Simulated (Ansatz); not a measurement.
C2H6BClSi, SMILES `[SiH3]C1CB1Cl`, relaxed with RKS PBE0-D4/def2-TZVP in Ansatz from a PBE-D4/def2-SVP geometry. The force threshold is 0.005 eV/Å; the program also tests the step.

Total charge 0; spin multiplicity 1.

Start:

```xyz
11

Si   -0.693    1.064   -0.978
C    -0.270   -0.558   -0.134
C     1.197   -0.767    0.428
B     0.003   -0.600    1.366
Cl   -0.641   -0.560    2.973
H    -2.183    1.278   -1.001
H    -0.180    1.105   -2.395
H    -0.051    2.195   -0.217
H    -0.757   -1.438   -0.596
H     1.927    0.047    0.262
H     1.647   -1.767    0.294
```

Task: By how much does the energy fall, and how many steps does the optimiser take? (An estimate is asked.)

Result: Computed: 1.00 kcal/mol, in 7 steps.

Task: Which bonds change most? (Estimate.)

Result: The calculation gave: Si1–C2 from 1.877 to 1.855 Å; Si1–H7 from 1.508 to 1.489 Å; C3–H10 from 1.105 to 1.087 Å; Si1–H6 from 1.505 to 1.487 Å.

Task: Give the relaxed structure. (Estimate.)

Result: The calculation gave: 
```xyz
11

Si   -0.683    1.050   -0.970
C    -0.285   -0.552   -0.125
C     1.180   -0.748    0.420
B     0.002   -0.598    1.356
Cl   -0.618   -0.579    2.955
H    -2.151    1.279   -1.011
H    -0.157    1.073   -2.363
H    -0.040    2.160   -0.213
H    -0.757   -1.423   -0.578
H     1.879    0.065    0.248
H     1.632   -1.727    0.280
```
